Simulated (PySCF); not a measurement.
Job file and geometry (Å, from GFN2-xTB) of an NMR shielding run on SMILES CSCP(CC=C)CC, C$_{7}$H$_{15}$PS, GIAO PBE0/pcSseg-1 NMR shielding, non-relativistic, gas phase (PySCF 2.14.0, density-fitted response routines); density fitting, a coarse starting grid and PySCF grid level 2 are the driver's defaults:

```
$ OMP_NUM_THREADS=1 python probes_run.py task.json out

{"job": {"kind": "nmr", "xc": "PBE0", "basis": "pcSseg-1"}, "charge": 0, "multiplicity": 1}
C     -2.256881    -2.198197     1.171175
C     -1.729386    -1.041757     1.531441
C     -1.567130     0.123875     0.621207
P      0.251069     0.457415     0.307333
C      0.076200     1.731899    -1.037735
C     -0.135112     3.130357    -0.472604
C      0.533973    -1.010365    -0.811717
S      2.223220    -1.033488    -1.483549
C      3.127633    -1.338369     0.055493
H     -2.347401    -3.022987     1.857100
H     -2.630261    -2.363835     0.173015
H     -1.361074    -0.899504     2.539590
H     -2.080725    -0.041367    -0.330399
H     -1.966134     1.025482     1.094863
H     -0.750168     1.454450    -1.700212
H      1.003795     1.699309    -1.617427
H     -1.058899     3.182657     0.100815
H     -0.191843     3.860375    -1.277938
H      0.687587     3.404506     0.184643
H      0.372634    -1.936404    -0.255379
H     -0.135370    -0.980505    -1.673812
H      2.866529    -2.321113     0.439415
H      2.870981    -0.564574     0.775288
H      4.185029    -1.298098    -0.183048
```

Question: Write the output of this run.

Answer: 
```
coarse grid: 20152 points
cycle   1  E = -1014.5015251038  dE =  7.315e-01  |g| = 4.511e-01  |ddm| = 4.363e+00
cycle   2  E = -1014.5014601338  dE =  6.497e-05  |g| = 4.633e-01  |ddm| = 8.274e-01
cycle   3  E = -1014.5571498365  dE = -5.569e-02  |g| = 4.375e-02  |ddm| = 4.129e-01
cycle   4  E = -1014.5575583120  dE = -4.085e-04  |g| = 2.320e-02  |ddm| = 8.884e-02
cycle   5  E = -1014.5576861207  dE = -1.278e-04  |g| = 6.840e-03  |ddm| = 2.814e-02
cycle   6  E = -1014.5576961106  dE = -9.990e-06  |g| = 3.011e-03  |ddm| = 8.517e-03
final grid: 182712 points
cycle   7  E = -1014.6161915701  dE = -4.849e-05  |g| = 1.360e-02  |ddm| = 4.690e-02
cycle   8  E = -1014.6161535630  dE =  3.801e-05  |g| = 1.825e-02  |ddm| = 2.783e-02
cycle   9  E = -1014.6162375963  dE = -8.403e-05  |g| = 2.195e-03  |ddm| = 1.731e-02
cycle  10  E = -1014.6162388380  dE = -1.242e-06  |g| = 3.039e-04  |ddm| = 2.036e-03
cycle  11  E = -1014.6162388597  dE = -2.170e-08  |g| = 1.079e-04  |ddm| = 4.315e-04
cycle  12  E = -1014.6162388625  dE = -2.846e-09  |g| = 3.724e-05  |ddm| = 1.538e-04
cycle  13  E = -1014.6162388629  dE = -3.313e-10  |g| = 8.823e-06  |ddm| = 4.366e-05
converged SCF energy = -1014.6162388629

GIAO shielding tensors (ppm)
atom      isotropic    diamagn.    paramagn.     s11        s22        s33       span
  0 C       64.016     254.176    -190.160    -49.361     84.491    156.919    206.280
  1 C       43.389     257.571    -214.182    -76.381     46.744    159.804    236.186
  2 C      143.659     255.836    -112.177    117.640    151.755    161.581     43.941
  3 P      389.281     969.940    -580.659    370.119    388.958    408.767     38.649
  4 C      157.824     256.530     -98.706    139.471    158.725    175.275     35.804
  5 C      174.341     246.037     -71.695    162.118    173.095    187.811     25.693
  6 C      146.139     256.886    -110.748    126.115    150.975    161.326     35.211
  7 S      589.821    1057.545    -467.724    446.244    520.602    802.616    356.372
  8 C      166.317     252.287     -85.970    149.295    164.509    185.147     35.852
  9 H       26.398      28.647      -2.249     22.974     25.500     30.721      7.746
 10 H       26.346      32.261      -5.915     22.074     25.662     31.303      9.229
 11 H       25.605      31.799      -6.194     22.796     25.237     28.783      5.986
 12 H       29.870      35.512      -5.642     26.388     29.293     33.930      7.542
 13 H       28.860      33.219      -4.359     23.923     28.726     33.931     10.008
 14 H       30.678      34.871      -4.193     26.507     30.344     35.183      8.675
 15 H       29.464      33.520      -4.056     23.268     30.916     34.209     10.940
 16 H       30.717      30.415       0.302     25.219     30.455     36.475     11.256
 17 H       30.247      27.398       2.850     24.991     27.216     38.535     13.544
 18 H       30.608      29.683       0.925     25.880     28.902     37.040     11.160
 19 H       28.869      35.197      -6.328     21.689     30.104     34.815     13.126
 20 H       29.859      34.831      -4.972     24.778     29.674     35.124     10.346
 21 H       29.868      30.581      -0.713     25.099     27.054     37.452     12.352
 22 H       28.922      32.084      -3.162     22.456     30.094     34.214     11.758
 23 H       30.074      28.863       1.211     24.876     26.630     38.714     13.838
```

Size and cost of the density-fitted run: 242 basis functions, 58 s wall time on 1 thread of an Arm Neoverse V1, shared host; peak memory 1.1 GiB.
